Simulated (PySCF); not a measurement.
C$_{2}$H$_{6}$BrGaO$_{2}$ (SMILES CC[O][Ga]([OH])[Br]), singlet, at a GFN2-xTB geometry (such geometries of metal compounds can be far from the true shape).

PySCF was given this input:
```python
from pyscf import gto, scf, dft

mol = gto.M(
    atom='''
Ga    0.17270362    0.28298635   -0.13680038
Br    0.55699041   -0.90854810    1.74638089
O     1.20022684    1.61752755   -0.58828620
H     1.95834804    1.91422107   -0.08793112
O    -1.22891219   -0.33633527   -0.97022263
C    -1.89117490    0.01819444   -2.16938050
C    -1.21271519    1.16631429   -2.89835844
H    -1.91270151   -0.87513407   -2.80467521
H    -2.92043965    0.29032790   -1.90765909
H    -0.18620874    0.88733714   -3.14378903
H    -1.74870510    1.40840421   -3.81287800
H    -1.18594622    2.04486026   -2.25108309
''',
    basis='def2-svpd',
    verbose=4,
    max_memory=1800,
)

mf = dft.RKS(mol)
mf.xc = 'pbe'
mf = mf.density_fit(auxbasis='def2-universal-jkfit')
mf.kernel()
```

Question: What does this run give for the HOMO energy, number of basis functions, total energy, Mulliken (on the basis functions themselves) charges in atom order, nuclear repulsion energy, HOMO-LUMO gap?

Answer: 
```yaml
HOMO energy: -6.69 eV
number_of_basis_functions: 213
total_energy: -4727.7305 Eh
Mulliken (on the basis functions themselves) charges in atom order: Ga1 1.13, Br2 -0.40, O3 -0.57, H4 0.07, O5 -0.63, C6 0.35, C7 0.43, H8 -0.12, H9 -0.12, H10 -0.01, H11 -0.14, H12 0.00
nuclear_repulsion_energy: 764.7125 Eh
HOMO-LUMO gap: 4.58 eV
```

Question: Roughly what does it cost on one core?

Answer: very roughly 40 core-seconds.
